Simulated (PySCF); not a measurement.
A species of formula C6H12O2Si2 has this rotational fingerprint, computed with PBE0/pcSseg-1 in PySCF (dipole) on a GFN2-xTB geometry, gas phase:

- Rotational constants: A = 1190, B = 779.2, C = 611.4 MHz
- Dipole components: |μa| = 0.64 D, |μb| = 0.33 D, |μc| = 1.65 D
- Inertial defect: -246.60 u·Å²
- κ: -0.42

**Question.** Which candidate fits, each taken in the one conformer that was computed?
A. `[CH2:1]=[C:2]([CH3:3])[Si@@:4]1([O:5][SiH3:6])[O:7][CH2:8][C:9]1=[CH2:10]` with C1–C2–Si4–O5 7°, C2–Si4–O5–Si6 171°
B. `[CH3:1][C@@H:2]1[C:3](=[O:4])[CH2:5][C@H:6]2[SiH2:7][O:8][SiH2:9][C@@H:10]12` with C1–C2–C3–O4 42°, C2–C3–C5–C6 -10°, C3–C5–C6–Si7 -89°, C5–C6–Si7–O8 141°
C. `[CH3:1][O:2][CH2:3][SiH2:4][SiH2:5][c:6]1[cH:7][cH:8][cH:9][o:10]1` with C1–O2–C3–Si4 177°, O2–C3–Si4–Si5 -48°, C3–Si4–Si5–C6 -67°, Si4–Si5–C6–C7 -122°
D. `[CH2:1]=[C:2]1[CH2:3][O:4][Si@@:5]1([O:6][SiH3:7])[CH:8]1[CH2:9][CH2:10]1` with O4–Si5–O6–Si7 149°, O4–Si5–C8–C9 -92°

**Answer.** D. It is C=C1CO[Si@@]1(O[SiH3])C1CC1, an asymmetric top, point group C1. The candidates at the same level (rigid rotor, commonest isotopes):

```tsv
SMILES	A (MHz)	B (MHz)	C (MHz)	μa (D)	μb (D)	μc (D)	Δ (u·Å²)	point group	rotor
COC[SiH2][SiH2]c1ccco1	1466	589.3	486.2	0.30	1.35	0.92	-162.99	C1	asymmetric top
C[C@@H]1C(=O)C[C@H]2[SiH2]O[SiH2][C@@H]12	1572	857.8	639.4	1.18	0.46	2.00	-120.15	C1	asymmetric top
C=C1CO[Si@@]1(O[SiH3])C1CC1	1190	779.2	611.4	0.64	0.33	1.65	-246.60	C1	asymmetric top
C=C(C)[Si@@]1(O[SiH3])OCC1=C	1070	849.4	589.7	0.13	0.47	1.33	-210.13	C1	asymmetric top
```

`C[C@@H]1C(=O)C[C@H]2[SiH2]O[SiH2][C@@H]12` has A 32 % too high; `COC[SiH2][SiH2]c1ccco1` has B 24 % too low; `C=C(C)[Si@@]1(O[SiH3])OCC1=C` has A 10 % too low. No structure here is proved a minimum.
